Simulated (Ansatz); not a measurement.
Geometry optimisation, Ansatz, RKS PBE0/def2-SVP.

The input (input.yaml):

```yaml
crystal:
  periodic: [false, false, false]
  atoms:
    - { symbol: Ta, position_ang: [0.0, 0.0, 0.0] }
    - { symbol: Cl, position_ang: [2.47, 0.0, 0.0] }
    - { symbol: F, position_ang: [0.0, 0.0, 1.93] }
    - { symbol: F, position_ang: [0.0, 0.0, -1.93] }
    - { symbol: "N", position_ang: [-1.08, 1.8706, 0.0] }
    - { symbol: H, position_ang: [-1.6414, 2.1584, 0.8518] }
    - { symbol: H, position_ang: [-1.0486, 2.5007, -0.8518] }
    - { symbol: F, position_ang: [-0.965, -1.6714, 0.0] }
basis:
  gaussian: { orbitals: def2-SVP }
hamiltonian:
  xc: pbe0
relax:
  f_tol: 0.02
  max_steps: 40
```

Command:

```bash
$ ansatz run input.yaml --threads 2 --pin off --max-ram 3072MiB --backend cpu --events-out ev --progress --plain --runs-dir out
```

Question: Where does it end, and by what steps?

Answer: The run converged. After 6 steps the energy has fallen by 1.059 eV; H6 moved furthest, 0.39 Å.

```json
{"step": "0", "energy less start (eV)": "0.0000", "largest force component (eV/Å)": "2.496", "accepted": "yes"}
{"step": "1", "energy less start (eV)": "-0.9121", "largest force component (eV/Å)": "0.987", "accepted": "yes"}
{"step": "2", "energy less start (eV)": "-1.0092", "largest force component (eV/Å)": "0.940", "accepted": "yes"}
{"step": "3", "energy less start (eV)": "-1.0392", "largest force component (eV/Å)": "0.597", "accepted": "yes"}
{"step": "4", "energy less start (eV)": "-1.0529", "largest force component (eV/Å)": "0.254", "accepted": "yes"}
{"step": "5", "energy less start (eV)": "-1.0575", "largest force component (eV/Å)": "0.117", "accepted": "yes"}
{"step": "6", "energy less start (eV)": "-1.0588", "largest force component (eV/Å)": "0.017", "accepted": "yes"}
```

```xyz
8
Properties=species:S:1:pos:R:3
Ta 0.010 0.013 -0.003
Cl 2.313 0.120 0.071
F -0.197 0.076 1.870
F -0.081 0.150 -1.880
N -0.935 1.716 0.002
H -1.251 2.179 0.850
H -1.199 2.212 -0.846
F -0.927 -1.608 -0.064
```

Whether the end is a true minimum wasn't checked by a vibrational analysis.

Time of the run: 32 s on 2 threads of Arm Neoverse V2, on a shared host, peak memory 0.29 GiB.
